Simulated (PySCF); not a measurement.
Two-component Hartree-Fock for Ti⁴⁺ (titanium, charge +4)

Start: [Ar]. Calculated with PySCF 2.14 in an uncontracted even-tempered set (21 s from 0.14 bohr⁻², ratio 2.4; 15 p from 0.18 bohr⁻², ratio 2.4; 5 d from 2.3 bohr⁻², ratio 2.6; 5 f from 3.5 bohr⁻², ratio 2.6): generalised Hartree-Fock with the X2C-1e Hamiltonian and a Gaussian nucleus; one run each with spin-orbit coupling (SO) switched off, then screened by Boettger's factors.

```tsv
spinor shell	electrons	ε, spin-free (eV)	ε, screened SO (eV)	weight of nominal j (screened SO)	rms radius, screened SO (bohr)
1s1/2	2	-5072.4	-5072.4	1.000	0.0804
2s1/2	2	-645.21	-645.21	1.000	0.350
2p1/2	2	-540.79	-544.81	1.000	0.318
2p3/2	4	-540.79	-538.82	1.000	0.321
3s1/2	2	-130.68	-130.68	1.000	1.04
3p1/2	2	-99.416	-99.943	1.000	1.11
3p3/2	4	-99.416	-99.156	1.000	1.11
```

```csv
quantity,spin-free,screened SO
E (hartree),-849.54192,-849.54879
M_J,0,0
⟨J²⟩,0.000,0.000
⟨L²⟩,0.000,0.000
⟨S²⟩,0.000,0.000
```

Without spin-orbit coupling the j labels of p, d and f shells carry no meaning; the spin-free column gives the mean over the occupied spinors of each nl shell.
